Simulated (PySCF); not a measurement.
FHZn. Atoms are numbered in the order given.

```xyz
3

Zn     0.0000     0.0000    -0.3560
H      0.0000     0.0000    -1.8629
F      0.0000     0.0000     1.3936
```

Coordinates come from a PBE0-D3(BJ)/def2-TZVP optimisation.

Vertical ionisation energy (IE) and electron affinity (EA) in eV. Rows of orbital energies are one-electron estimates. Where ΔSCF, EOM or ADC give a negative EA the extra electron is unbound and the value depends on the basis.

```tsv
level	IE	EA
−ε(HOMO), −ε(LUMO), HF/def2-TZVPD (PySCF)	…	…
−ε(HOMO), −ε(LUMO), M06-2X/def2-TZVPD (PySCF)	10.78	0.37
```

**Question.** Fill in the missing entries. (An estimate is asked for; the answer gives what the named calculation found.)

**Answer.** 
- −ε(HOMO), −ε(LUMO), HF/def2-TZVPD (PySCF), IE: 12.56
- −ε(HOMO), −ε(LUMO), HF/def2-TZVPD (PySCF), EA: -0.87
